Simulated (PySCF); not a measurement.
PySCF input (M06-L/def2-TZVPD):

```python
from pyscf import gto, scf, dft

mol = gto.M(
    atom='''
    Mg   -0.00000000   -0.00000000   -0.13407931
    H     0.00000000    0.00000000    1.60895168
    ''',
    basis='def2-tzvpd',
    charge=0,
    spin=1,
    symmetry='C2v',
    verbose=4,
)

mf = dft.UKS(mol, xc='m06l').density_fit(auxbasis='def2-universal-jkfit')
mf.grids.level = 4
mf.conv_tol = 1e-9
mf.max_cycle = 100
mf.max_memory = 1500
mf.kernel()
if not mf.converged:
    mf = mf.newton()
    mf.kernel(mf.make_rdm1())
mf.analyze()
```

Output:

```
PySCF version 2.14.0

[INPUT] verbose = 4
[INPUT] num. atoms = 2
[INPUT] num. electrons = 13
[INPUT] charge = 0
[INPUT] spin (= nelec alpha-beta = 2S) = 1
[INPUT] symmetry C2v subgroup None
[INPUT] Mole.unit = angstrom
[INPUT] Symbol           X                Y                Z      unit          X                Y                Z       unit  Magmom
[INPUT]  1 Mg     0.000000000000   0.000000000000  -0.134079310000 AA    0.000000000000   0.000000000000  -0.253373174871 Bohr   0.0
[INPUT]  2 H      0.000000000000   0.000000000000   1.608951680000 AA    0.000000000000   0.000000000000   3.040478022859 Bohr   0.0

nuclear repulsion = 3.64315182430577
point group symmetry = Coov, use subgroup C2v
symmetry origin: [ 0.00000000e+00  0.00000000e+00 -5.81454194e-09]
symmetry axis x: [1. 0. 0.]
symmetry axis y: [0. 1. 0.]
symmetry axis z: [0. 0. 1.]
num. orbitals of irrep A1 = 21
num. orbitals of irrep A2 = 3
num. orbitals of irrep B1 = 10
num. orbitals of irrep B2 = 10
number of shells = 18
number of NR pGTOs = 67
number of NR cGTOs = 44
basis = def2-tzvpd
ecp = {}

******** <class 'pyscf.df.df_jk.DFSymAdaptedUKS'> ********
method = DFSymAdaptedUKS
initial guess = minao
damping factor = 0
level_shift factor = 0
DIIS = <class 'pyscf.scf.diis.CDIIS'>
diis_start_cycle = 1
diis_space = 8
diis_damp = 0
SCF conv_tol = 1e-09
SCF conv_tol_grad = None
SCF max_cycles = 100
direct_scf = False
number electrons alpha = 7  beta = 6
XC library pyscf.dft.libxc version 7.1.2
    S. Lehtola, C. Steigemann, M. J. T. Oliveira, and M. A. L. Marques,  SoftwareX 7, 1–5 (2018)
XC functionals = m06l
    Y. Zhao and D. G. Truhlar,  J. Chem. Phys. 125, 194101 (2006)
    Y. Zhao and D. G. Truhlar,  J. Chem. Phys. 125, 194101 (2006)
    Y. Zhao and D. G. Truhlar,  Theor. Chem. Acc. 120, 215 (2008)
radial grids:
    Treutler-Ahlrichs [JCP 102, 346 (1995); DOI:10.1063/1.469408] (M4) radial grids

becke partition: Becke, JCP 88, 2547 (1988); DOI:10.1063/1.454033
pruning grids: <function nwchem_prune>
grids dens level: 4
symmetrized grids: C2v
atomic radii adjust function: <function treutler_atomic_radii_adjust>
small_rho_cutoff = 0
Freeze 0 electrons in irreps []
    13 free electrons in irreps A1 A2 B1 B2
Set gradient conv threshold to 3.16228e-05
tot grids = 43672
init E= -200.548606842903
alpha HOMO (A1) = -0.129799918162003  LUMO (B1) = -0.0398109276505998
beta  HOMO (A1) = -0.308787476708638  LUMO (A1) = -0.129799918162

WARN: HOMO -0.129799918162003 >= LUMO -0.129799918162

WARN: alpha-A1 HOMO -0.129799918162003 > system LUMO -0.129799918162

WARN: beta-A1 LUMO -0.129799918162 < system HOMO -0.129799918162003

cycle= 1 E= -200.585848328436  delta_E= -0.0372  |g|= 0.148  |ddm|= 0.877
alpha HOMO (A1) = -0.136843938576654  LUMO (B2) = -0.056971079577389
beta  HOMO (A1) = -0.211448660350383  LUMO (A1) = -0.126472983860991
  HOMO = -0.136843938577  LUMO = -0.126472983861  gap/eV = 0.28221
cycle= 2 E= -200.545773597852  delta_E= 0.0401  |g|= 0.207  |ddm|= 0.681
alpha HOMO (A1) = -0.146194863579858  LUMO (B2) = -0.0463730522884762
beta  HOMO (A1) = -0.248224900152333  LUMO (A1) = -0.117959117395123
  HOMO = -0.14619486358  LUMO = -0.117959117395  gap/eV = 0.76833
cycle= 3 E= -200.607519021446  delta_E= -0.0617  |g|= 0.0284  |ddm|= 0.465
alpha HOMO (A1) = -0.150620096277328  LUMO (B1) = -0.0480650460749914
beta  HOMO (A1) = -0.24222522712325  LUMO (A1) = -0.108410088587805
  HOMO = -0.150620096277  LUMO = -0.108410088588  gap/eV = 1.14859
cycle= 4 E= -200.608339523829  delta_E= -0.000821  |g|= 0.0102  |ddm|= 0.0764
alpha HOMO (A1) = -0.151901529432288  LUMO (B1) = -0.0480983375257811
beta  HOMO (A1) = -0.243857311288203  LUMO (A1) = -0.119756890520127
  HOMO = -0.151901529432  LUMO = -0.11975689052  gap/eV = 0.87470
cycle= 5 E= -200.608527568131  delta_E= -0.000188  |g|= 0.00473  |ddm|= 0.0509
alpha HOMO (A1) = -0.152035528469018  LUMO (B1) = -0.0479334851407667
beta  HOMO (A1) = -0.243182454020296  LUMO (A1) = -0.122974193513492
  HOMO = -0.152035528469  LUMO = -0.122974193513  gap/eV = 0.79080
cycle= 6 E= -200.608566938732  delta_E= -3.94e-05  |g|= 0.00162  |ddm|= 0.0241
alpha HOMO (A1) = -0.152074867261674  LUMO (B2) = -0.0479583003391397
beta  HOMO (A1) = -0.243622676972356  LUMO (A1) = -0.12272751873903
  HOMO = -0.152074867262  LUMO = -0.122727518739  gap/eV = 0.79858
cycle= 7 E= -200.608569974034  delta_E= -3.04e-06  |g|= 0.000943  |ddm|= 0.00806
alpha HOMO (A1) = -0.15199309226903  LUMO (B2) = -0.0479601063965707
beta  HOMO (A1) = -0.24365914523959  LUMO (A1) = -0.124430466787558
  HOMO = -0.151993092269  LUMO = -0.124430466788  gap/eV = 0.75002
cycle= 8 E= -200.608571664747  delta_E= -1.69e-06  |g|= 0.000465  |ddm|= 0.00348
alpha HOMO (A1) = -0.15204894725943  LUMO (B2) = -0.048017400233318
beta  HOMO (A1) = -0.243635427973033  LUMO (A1) = -0.124478084326714
  HOMO = -0.152048947259  LUMO = -0.124478084327  gap/eV = 0.75024
cycle= 9 E= -200.60857198187  delta_E= -3.17e-07  |g|= 0.000103  |ddm|= 0.00171
alpha HOMO (A1) = -0.152062182003005  LUMO (B1) = -0.0480370919128428
beta  HOMO (A1) = -0.24362385195907  LUMO (A1) = -0.12428486871907
  HOMO = -0.152062182003  LUMO = -0.124284868719  gap/eV = 0.75586
cycle= 10 E= -200.608572004375  delta_E= -2.25e-08  |g|= 3.96e-05  |ddm|= 0.000528
alpha HOMO (A1) = -0.152062284230376  LUMO (B1) = -0.0480391207236275
beta  HOMO (A1) = -0.243624136577339  LUMO (A1) = -0.124338982796579
  HOMO = -0.15206228423  LUMO = -0.124338982797  gap/eV = 0.75439
cycle= 11 E= -200.60857200732  delta_E= -2.95e-09  |g|= 6.43e-06  |ddm|= 0.000163
alpha HOMO (A1) = -0.152062265524378  LUMO (B1) = -0.0480402072542836
beta  HOMO (A1) = -0.243622777335299  LUMO (A1) = -0.124332571713444
  HOMO = -0.152062265524  LUMO = -0.124332571713  gap/eV = 0.75456
cycle= 12 E= -200.608572007375  delta_E= -5.44e-11  |g|= 2.11e-06  |ddm|= 2.94e-05
alpha HOMO (A1) = -0.152062054670834  LUMO (B2) = -0.0480399101511022
beta  HOMO (A1) = -0.24362298841549  LUMO (A1) = -0.124336645104241
  HOMO = -0.152062054671  LUMO = -0.124336645104  gap/eV = 0.75445
Extra cycle  E= -200.608572007374  delta_E= 9.66e-13  |g|= 2.39e-06  |ddm|= 1.32e-05
converged SCF energy = -200.608572007374  <S^2> = 0.75423312  2S+1 = 2.0042286
**** SCF Summaries ****
Total Energy =                        -200.608572007373795
Nuclear Repulsion Energy =               3.643151824305774
One-electron Energy =                 -287.183098962451027
Two-electron Energy =                   82.931375130771457
Two-electron Coulomb Energy =           99.750665294127344
DFT Exchange-Correlation Energy =      -16.819290163355888
HOMO-LUMO gap [eV] =                     0.754446822279171
Wave-function symmetry = A1
alpha occupancy for each irrep:     A1   A2   B1   B2
                                     5    0    1    1
beta  occupancy for each irrep:     A1   A2   B1   B2
                                     4    0    1    1
**** MO energy ****
alpha MO #1 (A1 #1), energy= -46.5667548880153 occ= 1
alpha MO #2 (A1 #2), energy= -3.08321305830301 occ= 1
alpha MO #3 (B1 #1), energy= -1.7853932459754 occ= 1
alpha MO #4 (B2 #1), energy= -1.7853932459754 occ= 1
alpha MO #5 (A1 #3), energy= -1.77964221569612 occ= 1
alpha MO #6 (A1 #4), energy= -0.267502686384387 occ= 1
alpha MO #7 (A1 #5), energy= -0.152062054670834 occ= 1
alpha MO #8 (B1 #2), energy= -0.048039910151102 occ= 0
alpha MO #9 (B2 #2), energy= -0.0480399101511022 occ= 0
alpha MO #10 (A1 #6), energy= 0.0203803216662104 occ= 0
alpha MO #11 (B1 #3), energy= 0.0381846093674754 occ= 0
alpha MO #12 (B2 #3), energy= 0.0381846093674771 occ= 0
alpha MO #13 (A1 #7), energy= 0.0598950644887912 occ= 0
alpha MO #14 (A1 #8), energy= 0.0745833110134155 occ= 0
alpha MO #15 (B1 #4), energy= 0.0964550170014122 occ= 0
alpha MO #16 (B2 #4), energy= 0.0964550170014131 occ= 0
alpha MO #17 (A2 #1), energy= 0.113244485888021 occ= 0
alpha MO #18 (A1 #9), energy= 0.113244906098227 occ= 0
alpha MO #19 (A1 #10), energy= 0.204584830119831 occ= 0
alpha MO #20 (A1 #11), energy= 0.231001865391455 occ= 0
alpha MO #21 (B1 #5), energy= 0.258302718787569 occ= 0
alpha MO #22 (B2 #5), energy= 0.258302718787567 occ= 0
alpha MO #23 (B1 #6), energy= 0.347541661078771 occ= 0
alpha MO #24 (B2 #6), energy= 0.347541661078771 occ= 0
alpha MO #25 (A1 #12), energy= 0.394788409471373 occ= 0
alpha MO #26 (A1 #13), energy= 0.495273353451745 occ= 0
alpha MO #27 (B1 #7), energy= 0.594995370765397 occ= 0
alpha MO #28 (B2 #7), energy= 0.594995370765398 occ= 0
alpha MO #29 (A2 #2), energy= 0.605554246875806 occ= 0
alpha MO #30 (A1 #14), energy= 0.605554965984711 occ= 0
alpha MO #31 (A1 #15), energy= 0.736378302104929 occ= 0
alpha MO #32 (B1 #8), energy= 1.70733605151665 occ= 0
alpha MO #33 (B2 #8), energy= 1.70733605151665 occ= 0
alpha MO #34 (B1 #9), energy= 1.8666810069013 occ= 0
alpha MO #35 (B2 #9), energy= 1.86668100690131 occ= 0
alpha MO #36 (A1 #16), energy= 1.90833463284556 occ= 0
alpha MO #37 (A1 #17), energy= 2.03481209893846 occ= 0
alpha MO #38 (A1 #18), energy= 2.76379615097951 occ= 0
alpha MO #39 (A1 #19), energy= 4.61073215419299 occ= 0
alpha MO #40 (A2 #3), energy= 6.43002103555801 occ= 0
alpha MO #41 (A1 #20), energy= 6.43002106872588 occ= 0
alpha MO #42 (B1 #10), energy= 6.43811366811805 occ= 0
alpha MO #43 (B2 #10), energy= 6.43811366811805 occ= 0
alpha MO #44 (A1 #21), energy= 6.49824556286149 occ= 0
beta  MO #1 (A1 #1), energy= -46.564963161812 occ= 1
beta  MO #2 (A1 #2), energy= -3.08214647459211 occ= 1
beta  MO #3 (B1 #1), energy= -1.78342060917457 occ= 1
beta  MO #4 (B2 #1), energy= -1.78342060917457 occ= 1
beta  MO #5 (A1 #3), energy= -1.77665265623626 occ= 1
beta  MO #6 (A1 #4), energy= -0.24362298841549 occ= 1
beta  MO #7 (A1 #5), energy= -0.124336645104241 occ= 0
beta  MO #8 (B1 #2), energy= -0.0402968140396582 occ= 0
beta  MO #9 (B2 #2), energy= -0.0402968140396585 occ= 0
beta  MO #10 (A1 #6), energy= 0.0495408664254784 occ= 0
beta  MO #11 (A1 #7), energy= 0.0722991125607013 occ= 0
beta  MO #12 (B1 #3), energy= 0.087727919451688 occ= 0
beta  MO #13 (B2 #3), energy= 0.087727919451688 occ= 0
beta  MO #14 (A1 #8), energy= 0.115074612672847 occ= 0
beta  MO #15 (A2 #1), energy= 0.115074689803162 occ= 0
beta  MO #16 (B1 #4), energy= 0.11605110641016 occ= 0
beta  MO #17 (B2 #4), energy= 0.116051106410161 occ= 0
beta  MO #18 (A1 #9), energy= 0.162544149196731 occ= 0
beta  MO #19 (A1 #10), energy= 0.238830559116312 occ= 0
beta  MO #20 (B1 #5), energy= 0.269368378955323 occ= 0
beta  MO #21 (B2 #5), energy= 0.269368378955317 occ= 0
beta  MO #22 (A1 #11), energy= 0.270756482136747 occ= 0
beta  MO #23 (B1 #6), energy= 0.404195011187965 occ= 0
beta  MO #24 (B2 #6), energy= 0.404195011187963 occ= 0
beta  MO #25 (A1 #12), energy= 0.457068358365778 occ= 0
beta  MO #26 (A1 #13), energy= 0.504722753872113 occ= 0
beta  MO #27 (B1 #7), energy= 0.624645418436179 occ= 0
beta  MO #28 (B2 #7), energy= 0.624645418436178 occ= 0
beta  MO #29 (A2 #2), energy= 0.635408721235334 occ= 0
beta  MO #30 (A1 #14), energy= 0.635408869048213 occ= 0
beta  MO #31 (A1 #15), energy= 0.770127636697625 occ= 0
beta  MO #32 (B1 #8), energy= 1.74416412380843 occ= 0
beta  MO #33 (B2 #8), energy= 1.74416412380843 occ= 0
beta  MO #34 (B1 #9), energy= 1.82530658466144 occ= 0
beta  MO #35 (B2 #9), energy= 1.82530658466144 occ= 0
beta  MO #36 (A1 #16), energy= 1.85206911706265 occ= 0
beta  MO #37 (A1 #17), energy= 2.07241267070137 occ= 0
beta  MO #38 (A1 #18), energy= 2.81225681678838 occ= 0
beta  MO #39 (A1 #19), energy= 4.59188449536807 occ= 0
beta  MO #40 (A2 #3), energy= 6.43038028171551 occ= 0
beta  MO #41 (A1 #20), energy= 6.43038030719838 occ= 0
beta  MO #42 (B1 #10), energy= 6.43954058426283 occ= 0
beta  MO #43 (B2 #10), energy= 6.43954058426283 occ= 0
beta  MO #44 (A1 #21), energy= 6.50001699043932 occ= 0
 ** Mulliken pop alpha/beta on meta-lowdin orthogonal AOs **
 ** Mulliken pop       alpha | beta **
pop of  0 Mg 1s        0.99999 | 0.99999
pop of  0 Mg 2s        0.99997 | 0.99997
pop of  0 Mg 3s        0.91346 | 0.37794
pop of  0 Mg 4s        0.00429 | 0.00062
pop of  0 Mg 5s        0.00014 | 0.00003
pop of  0 Mg 2px       0.99984 | 0.99997
pop of  0 Mg 2py       0.99984 | 0.99997
pop of  0 Mg 2pz       0.99992 | 0.99997
pop of  0 Mg 3px       0.00007 | 0.00000
pop of  0 Mg 3py       0.00007 | 0.00000
pop of  0 Mg 3pz       0.11554 | 0.00618
pop of  0 Mg 4px       0.00002 | 0.00001
pop of  0 Mg 4py       0.00002 | 0.00001
pop of  0 Mg 4pz       0.00153 | 0.00125
pop of  0 Mg 5px       0.00004 | 0.00000
pop of  0 Mg 5py       0.00004 | 0.00000
pop of  0 Mg 5pz       0.00056 | 0.00155
pop of  0 Mg 6px       0.00001 | 0.00000
pop of  0 Mg 6py       0.00001 | 0.00000
pop of  0 Mg 6pz       0.00057 | 0.00157
pop of  0 Mg 3dxy      0.00000 | 0.00000
pop of  0 Mg 3dyz      0.00000 | 0.00000
pop of  0 Mg 3dz^2     0.00013 | 0.00014
pop of  0 Mg 3dxz      0.00000 | 0.00000
pop of  0 Mg 3dx2-y2    0.00000 | 0.00000
pop of  0 Mg 4dxy      0.00000 | 0.00000
pop of  0 Mg 4dyz      0.00000 | 0.00000
pop of  0 Mg 4dz^2     0.00902 | 0.00010
pop of  0 Mg 4dxz      0.00000 | 0.00000
pop of  0 Mg 4dx2-y2    0.00000 | 0.00000
pop of  0 Mg 5dxy      0.00000 | 0.00000
pop of  0 Mg 5dyz      0.00000 | 0.00000
pop of  0 Mg 5dz^2     0.00082 | 0.00019
pop of  0 Mg 5dxz      0.00000 | 0.00000
pop of  0 Mg 5dx2-y2    0.00000 | 0.00000
pop of  1 H 1s        0.89306 | 0.60150
pop of  1 H 2s        0.04563 | 0.00454
pop of  1 H 3s        0.00868 | 0.00185
pop of  1 H 2px       0.00000 | 0.00000
pop of  1 H 2py       0.00000 | 0.00000
pop of  1 H 2pz       0.00635 | 0.00260
pop of  1 H 3px       0.00000 | 0.00000
pop of  1 H 3py       0.00000 | 0.00000
pop of  1 H 3pz       0.00034 | 0.00000
In total             7.00000 | 6.00000
 ** Mulliken atomic charges   ( Nelec_alpha | Nelec_beta ) **
charge of  0Mg =      0.56457  (     6.04593      5.38951 )
charge of  1H =     -0.56457  (     0.95407      0.61049 )
Dipole moment(X, Y, Z, Debye):  0.00000,  0.00000, -1.22838
```
